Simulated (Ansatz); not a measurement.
Ansatz (an electronic-structure program) input (CCSD(T)/6-31G*):

Ansatz 0.2 input:
```yaml
crystal:
  periodic: [false, false, false]
  atoms:
    - {symbol: Si, position_ang: [-0.28240955, -0.00421093, 0.04468385]}
    - {symbol: Cl, position_ang: [0.27357850, 1.82524574, -0.68514886]}
    - {symbol: Cl, position_ang: [0.22964948, -1.45668891, -1.30365629]}
    - {symbol: Cl, position_ang: [0.77043710, -0.34560730, 1.77191046]}
    - {symbol: C, position_ang: [-2.07280685, -0.03793685, 0.35390676]}
    - {symbol: H, position_ang: [-2.62357886, 0.85758097, 0.61335500]}
    - {symbol: H, position_ang: [-2.63815300, -0.96114887, 0.32484049]}
basis:
  gaussian:
    orbitals: 6-31G*
magnetization: {spin_polarized: true, initial_magnetization: 1}
correlation: {method: ccsd_t, electrons: outside_noble_gas}
```

End of the output:

```
integrals: 0.17 GiB planned
863 factors; integrals over basis functions are off by at most 1.2e-3 eV
mean field: 0.62 GiB planned
mean field evaluation 1: about -46434.8327 eV, gradient 1.6e1 eV
mean field evaluation 2: about -46434.9037 eV, gradient 1.7e1 eV
mean field evaluation 4: about -46436.7269 eV, gradient 1.9e0 eV
mean field evaluation 8: about -46436.7678 eV, gradient 2.5e-1 eV
mean field evaluation 16: about -46434.8315 eV, gradient 1.6e1 eV
mean field -46436.76916675 eV, -1706.5197909055 hartree, gradient 2.8e-6 eV, S^2 0.759835; 0 other end points of the search recorded, 0 dependent functions left out
21 core orbitals not correlated
reference -46436.76916675 eV, -1706.5197909055 hartree; 16, 15 occupied and 58, 59 virtual orbitals, 863 factors
second order -15.40578717 eV of doubles, -0.00000000 eV of singles
coupled cluster: 0.57 GiB planned
cycle   1  -16.48498545 eV  change    -1.1e0 eV  update   8.1e-2
cycle   2  -16.83163460 eV  change   -3.5e-1 eV  update   2.3e-2
cycle   3  -16.89994665 eV  change   -6.8e-2 eV  update   1.1e-2
cycle   4  -16.89994752 eV  change   -8.6e-7 eV  update   3.6e-3
cycle   5  -16.89936876 eV  change    5.8e-4 eV  update   1.6e-3
cycle   6  -16.89969214 eV  change   -3.2e-4 eV  update   4.9e-4
cycle   7  -16.89989404 eV  change   -2.0e-4 eV  update   2.2e-4
cycle   8  -16.89992035 eV  change   -2.6e-5 eV  update   6.8e-5
cycle   9  -16.89991355 eV  change    6.8e-6 eV  update   3.4e-5
perturbative correction -0.43913803 eV, -0.0161380249 hartree
Total energy: -46454.10821833 eV, -1707.1569892983 hartree
```

It need not be the lowest isomer of its formula.
